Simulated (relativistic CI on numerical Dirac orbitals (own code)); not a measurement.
Sensitivity of the levels of Ho+ to α and to the nuclear radius

Computed by Dirac-Coulomb-Breit CI, separate exchange-only KLI orbitals for each configuration, valence Slater integrals scaled by 0.85, P86 correlation energy added to each configuration, derivatives by finite differences, QED left out (own radial code, finite nucleus).

CI space (outside the closed core [Xe]): 4f11.6s, 4f11.5d, 4f11.6p, 4f10.6s2, 4f12, 4f10.7s2. The list is cut by size and lacks configurations that can hold low levels.

With x = (α/α₀)² − 1 an excitation energy changes as ω = ω₀ + qx; K = 2q/ω₀ is the relative enhancement. Terms are leading LS components, so labels can repeat. The field-shift factor is F = δν/δ⟨r²⟩ for the transition from the lowest level.

Lowest level 4f10.6s2 5I_8.

| Level | ω₀ (cm⁻¹) | q (cm⁻¹) | F (GHz/fm²) |
| --- | --- | --- | --- |
| 4f10.6s2 5I_7 | 5050.7 | 5133 | 0.225 |
| 4f11.6s 5I°_8 | 7897.1 | 47050 | -30.4 |
| 4f10.6s2 5I_6 | 8552.2 | 7703 | 0.366 |
| 4f11.6s 3I°_7 | 8783.2 | 47410 | -30.7 |
| 4f10.6s2 5I_5 | 11102.3 | 9031 | 0.461 |
| 4f10.6s2 5I_4 | 13138.8 | 10550 | 0.545 |
| 4f11.6s 5I°_7 | 13577.6 | 52250 | -30.3 |
| 4f11.6s 5I°_6 | 13886.0 | 52430 | -30.3 |
| 4f11.6s 5I°_5 | 16778.7 | 53360 | -30.1 |
| 4f11.6s 3I°_6 | 17000.8 | 53190 | -30.3 |
| 4f10.6s2 5F_5 | 17091.3 | 427.7 | 0.475 |
| 4f11.6s 5I°_4 | 18696.2 | 53070 | -30 |
| 4f11.6s 3I°_5 | 19296.2 | 52070 | -30.3 |
| 4f10.6s2 5S_2 | 19735.9 | 890.2 | 0.562 |
| 4f10.6s2 3K_8 | 19895.2 | 1675 | 0.585 |
| 4f10.6s2 5F_4 | 20402.9 | 3899 | 0.621 |
| 4f10.6s2 5F_3 | 22373.1 | 5643 | 0.705 |
| 4f11.6s 5F°_5 | 22544.9 | 48820 | -30 |
| 4f10.6s2 5F_2 | 22557.7 | 4122 | 0.69 |
| 4f11.5d 5G°_6 | 22862.4 | 56370 | -42.2 |
| 4f11.6s 3F°_4 | 23061.1 | 48070 | -30.2 |
| 4f11.5d 5H°_7 | 23381.4 | 56670 | -42.3 |
| 4f11.5d 5L°_10 | 23725.6 | 56680 | -42.1 |

Correlation outside the listed configurations is missing or only estimated: errors of thousands of cm⁻¹ between configurations and terms are usual at this charge. Rates and lifetimes follow the computed energies and can be off by large factors. The fine structure of a lone outer electron comes out too small, for d and f at times inverted, and misplaced configurations move strength between like terms. The computed lowest level isn't the tabulated ground level, which NIST ASD gives as 4f11 (4I*<15/2>) 6s<1/2> (15/2,1/2)°8.

Problem. Which transition from the lowest level has the largest |K|?

Solution. 4f11.6s 5I°_8 at 7897.1 cm⁻¹, K = 11.9.
